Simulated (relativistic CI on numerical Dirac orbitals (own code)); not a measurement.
# Electric-dipole lines of Cl X

Computed by Dirac-Coulomb-Breit CI, orbitals from a KLI potential per configuration, model QED, valence Slater integrals scaled by 0.9, P86 correlation estimate, and configurations built on the next ion tied to the tabulated ionisation energy (semi-empirical) (own radial code, finite nucleus).

CI space (outside the closed core 1s2): 2s²2p⁴, 2s²2p³3s, 2s²2p³3p, 2s²2p³3d, 2s²2p³4s, 2s2p⁵, 2p⁶, 2p⁵3s, 2p⁵3p, 2p⁵3d, 2s2p⁴3s, 2s2p⁴3p, 2s2p⁴3d, 2s²2p³4p, 2s²2p³4d, 2s²2p³4f, 2s²2p²3s², 2s²2p²3s3p, 2s2p⁴4s, 2s2p⁴4p, 2s²2p²3p², 2s²2p²3s3d, 2s2p⁴4d, 2s2p⁴4f. Levels of other configurations are missing.

| λ vac (nm) | Lower | Upper | A (s⁻¹) | log gf | S velocity/length |
| --- | --- | --- | --- | --- | --- |
| 3.2061 | 2s²2p⁴ ³P2 [1] | 2s²2p³4d ³D°3 [296] | 3.26e+11 | -0.45 | 1.00 |
| 3.2649 | 2s²2p⁴ ³P2 [1] | 2s²2p³4d ³P°2 [250] | 6.18e+11 | -0.31 | 0.96 |
| 3.2702 | 2s²2p⁴ ³P2 [1] | 2s²2p³4d ³D°3 [243] | 5.05e+11 | -0.25 | 0.96 |
| 3.3199 | 2s²2p⁴ ¹D2 [4] | 2s²2p³4d ¹F°3 [264] | 9.49e+11 | 0.04 | 0.99 |
| 3.3254 | 2s²2p⁴ ¹D2 [4] | 2s²2p³4d ¹D°2 [260] | 8.34e+11 | -0.16 | 0.87 |
| 3.3522 | 2s²2p⁴ ³P2 [1] | 2s²2p³4d ³D°3 [195] | 6.29e+11 | -0.13 | 0.95 |
| 3.9298 | 2s²2p⁴ ³P2 [1] | 2s²2p³3d ³D°3 [83] | 6.77e+11 | 0.04 | 0.99 |
| 3.9459 | 2s²2p⁴ ³P1 [2] | 2s²2p³3d ³D°1 [84] | 7.11e+11 | -0.30 | 0.98 |
| 3.9502 | 2s²2p⁴ ³P1 [2] | 2s²2p³3d ³D°2 [82] | 1.03e+12 | 0.08 | 0.98 |
| 3.9508 | 2s²2p⁴ ³P0 [3] | 2s²2p³3d ³D°1 [84] | 1.00e+12 | -0.15 | 0.98 |
| 3.9514 | 2s²2p⁴ ³P2 [1] | 2s²2p³3d ³F°3 [78] | 2.24e+11 | -0.44 | 0.99 |
| 3.9795 | 2s²2p⁴ ³P2 [1] | 2s²2p³3d ³S°1 [73] | 1.26e+12 | -0.05 | 0.90 |
| 3.9863 | 2s²2p⁴ ³P2 [1] | 2s²2p³3d ³P°1 [72] | 7.82e+11 | -0.25 | 0.94 |
| 3.9921 | 2s²2p⁴ ³P2 [1] | 2s²2p³3d ³P°2 [70] | 1.34e+12 | 0.20 | 0.94 |
| 3.9931 | 2s²2p⁴ ³P2 [1] | 2s²2p³3d ¹D°2 [69] | 6.09e+11 | -0.14 | 0.94 |
| 3.9967 | 2s²2p⁴ ³P1 [2] | 2s²2p³3d ³S°1 [73] | 5.20e+11 | -0.43 | 0.90 |
| 4.0032 | 2s²2p⁴ ³P2 [1] | 2s²2p³3d ³D°3 [68] | 1.51e+12 | 0.40 | 0.97 |
| 4.0058 | 2s²2p⁴ ¹D2 [4] | 2s²2p³3d ¹F°3 [88] | 2.55e+12 | 0.63 | 0.99 |
| 4.0116 | 2s²2p⁴ ¹D2 [4] | 2s²2p³3d ¹D°2 [87] | 1.60e+12 | 0.28 | 0.94 |
| 4.0228 | 2s²2p⁴ ³P1 [2] | 2s²2p³3d ³D°2 [66] | 1.06e+12 | 0.11 | 0.97 |
| 4.0586 | 2s²2p⁴ ¹D2 [4] | 2s²2p³3d ¹F°3 [74] | 7.53e+11 | 0.11 | 1.00 |
| 4.0690 | 2s²2p⁴ ¹S0 [5] | 2s²2p³3d ¹P°1 [89] | 2.54e+12 | 0.28 | 0.95 |
| 4.0937 | 2s²2p⁴ ¹D2 [4] | 2s²2p³3d ¹D°2 [69] | 4.47e+11 | -0.25 | 0.90 |
| 4.1241 | 2s²2p⁴ ³P2 [1] | 2s²2p³3d ³D°3 [55] | 6.67e+11 | 0.08 | 0.97 |
| 4.1448 | 2s²2p⁴ ³P1 [2] | 2s²2p³3d ³D°2 [53] | 4.39e+11 | -0.25 | 0.97 |
| 4.6402 | 2s²2p⁴ ¹D2 [4] | 2s²2p³3s ¹D°2 [16] | 3.36e+11 | -0.27 | 0.89 |
| 13.743 | 2s²2p³3p ⁵P3 [19] | 2s²2p³4d ⁵D°4 [183] | 5.85e+10 | 0.17 | 1.06 |
| 13.842 | 2s²2p³3p ³F4 [33] | 2s²2p³4d ³G°5 [238] | 5.99e+10 | 0.28 | 1.03 |
| 16.416 | 2s²2p³3d ³F°2 [57] | 2s²2p³4f ³G3 [275] | 1.04e+11 | 0.47 | 1.02 |
| 16.470 | 2s²2p³3d ³F°3 [58] | 2s²2p³4f ³G4 [276] | 7.56e+10 | 0.44 | 1.02 |
| 16.516 | 2s²2p³3d ³F°4 [60] | 2s²2p³4f ³G5 [277] | 1.08e+11 | 0.69 | 1.02 |
| 16.554 | 2s²2p³3d ⁵D°2 [46] | 2s²2p³4f ⁵F3 [205] | 1.09e+11 | 0.49 | 1.00 |
| 16.554 | 2s²2p³3d ⁵D°3 [45] | 2s²2p³4f ⁵F4 [204] | 1.32e+11 | 0.69 | 1.00 |
| 16.557 | 2s²2p³3d ⁵D°4 [49] | 2s²2p³4f ⁵F5 [203] | 1.61e+11 | 0.86 | 1.00 |
| 16.792 | 2s²2p³3d ³G°3 [61] | 2s²2p³4f ³H4 [271] | 1.40e+11 | 0.73 | 1.03 |
| 16.792 | 2s²2p³3d ³G°5 [63] | 2s²2p³4f ³H6 [274] | 1.51e+11 | 0.92 | 1.03 |
| 16.809 | 2s²2p³3d ³G°4 [62] | 2s²2p³4f ³H5 [272] | 9.57e+10 | 0.65 | 1.03 |
| 16.883 | 2s²2p³3d ¹G°4 [64] | 2s²2p³4f ¹H5 [273] | 1.07e+11 | 0.70 | 1.03 |
| 17.400 | 2s²2p³3d ³D°2 [53] | 2s²2p³4f ³F3 [210] | 1.09e+11 | 0.54 | 0.99 |
| 17.438 | 2s²2p³3d ³D°3 [55] | 2s²2p³4f ³F4 [211] | 1.33e+11 | 0.74 | 0.98 |
| 64.695 | 2s²2p³3p ⁵P3 [19] | 2s²2p³3d ⁵D°4 [49] | 2.51e+09 | 0.15 | 1.01 |
| 64.849 | 2s²2p³3p ³F4 [33] | 2s²2p³3d ³G°5 [63] | 2.62e+09 | 0.26 | 1.21 |
| 77.871 | 2s²2p³3s ⁵S°2 [11] | 2s²2p³3p ⁵P3 [19] | 1.42e+09 | -0.04 | 0.85 |
| 77.913 | 2s²2p³3s ³D°3 [15] | 2s²2p³3p ³F4 [33] | 1.50e+09 | 0.09 | 0.98 |
| 78.067 | 2s²2p³3s ³D°2 [14] | 2s²2p³3p ³F3 [32] | 1.44e+09 | -0.04 | 0.96 |

Terms are leading LS components. Brackets give the number of a level in order of energy, since labels repeat. The list gives strong lines, with weight on those to low levels, without configurations that were not tied to measured data, among the lowest 300 of 670 levels, so that lines to higher ones, which can be the strongest, are missing. Levels whose partners in the same complex of configurations lie outside the list can be far off, and so can their lines. Rates are taken at the computed energies, electric ones in the length gauge. A velocity-to-length ratio far from 1 marks an uncertain rate.

Configurations that consist of the next ion and one excited electron were tied to the tabulated ionisation energy; Rydberg ones are usually within 1,000 to 3,000 cm⁻¹ and the lowest ones within about 6,000 (9,000 in d shells), while levels on excited terms of the next ion carry the error of that term, and the other configurations can be misplaced by 10,000 cm⁻¹ or more. Rates follow the energies as ν³ (E1, M1) or ν⁵ (E2), so rates, branching and lifetimes can be off by large factors.

LS names give the leading component of a level, which can be under half, so a name can repeat, a term be missing and a line seem to break the LS rules.
